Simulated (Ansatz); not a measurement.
Consider the substitution at a C–C bond: `N#CC(N)O[SiH3]` + `[SH][GeH3]` → `N#C[S][GeH3]` + `NCO[SiH3]`.

Program: Ansatz. Geometries: PBE0-D4/def2-TZVP. ΔE: electronic, gas phase. CCSD(T)/CBS adds triple-zeta CCSD(T) − MP2 to the extrapolated MP2 energy (def2 sets, frozen cores). DFT in def2-TZVPP. B3LYP here is the variant with VWN-RPA as its local correlation; programs differ in this. For Ge outer-core shells are correlated without core-valence functions, which leaves a few kJ/mol of doubt a bond. Scalar relativity is left out up to krypton. Each species was taken in one conformer, which may not be the lowest.

`N#CC(N)O[SiH3]`:

Cartesian coordinates in Å:
```
N -0.834 -1.001 2.349
C -0.286 -0.423 1.519
C 0.446 0.350 0.479
N 0.736 1.694 0.875
O -0.310 0.383 -0.690
Si -0.570 -0.911 -1.692
H 1.404 -0.165 0.319
H 1.431 1.719 1.609
H -0.100 2.167 1.197
H 0.733 -1.574 -1.975
H -1.161 -0.343 -2.922
H -1.489 -1.896 -1.070
```

`[SH][GeH3]`:

Cartesian coordinates in Å:
```
S -1.586 0.345 0.575
Ge 0.551 -0.015 0.074
H -2.047 -0.076 -0.614
H 0.968 0.834 -1.136
H 0.789 -1.503 -0.225
H 1.324 0.414 1.327
```

`N#C[S][GeH3]`:

```xyz
7

N    -1.023   -1.401   -2.182
C    -0.325   -0.573   -1.776
S     0.698    0.635   -1.214
Ge    0.218    0.360    0.978
H     0.605   -1.068    1.366
H    -1.274    0.635    1.169
H     1.100    1.412    1.657
```

`NCO[SiH3]`:

```xyz
11

N    -1.185   -1.320    1.172
C    -0.077   -0.808    0.453
O    -0.335    0.477   -0.114
Si    0.770    1.311   -0.998
H    -1.993   -1.425    0.572
H    -1.437   -0.710    1.939
H     0.177   -1.508   -0.352
H     0.781   -0.733    1.131
H     1.997    1.591   -0.198
H     0.123    2.582   -1.397
H     1.181    0.544   -2.208
```

Problem. Is it downhill or uphill in electronic energy at CCSD(T)/CBS, and by how much? (Best estimate.)

Solution. Ansatz gave: Downhill: ΔE = -0.8 kcal/mol.

Problem. What do these levels give: BHLYP-D4, B2PLYP, B3LYP, SCS-MP2/def2-TZVPP, SCS-MP2/def2-QZVPP, CCSD/CBS(def2)? (An estimate is asked.)

Solution. Ansatz gave: BHLYP-D4 -0.8, B2PLYP -2.3, B3LYP -2.5, SCS-MP2/def2-TZVPP -1.6, SCS-MP2/def2-QZVPP -1.7, CCSD/CBS(def2) -0.2 kcal/mol.

Largest T1 diagnostic among the species: 0.013.

Leaving LDA and LC-ωPBE aside and taking each functional with its dispersion term where it has one, the values, not all of them listed here, spread over 2.8 kcal/mol, from BLYP-D4 to ωB97X-V. LDA lies +1.6 kcal/mol from PBE without D4. From r2SCAN to r2SCAN0 (25 % exact exchange), in def2-TZVPP and without D4, ΔE moves by +1.0 kcal/mol.
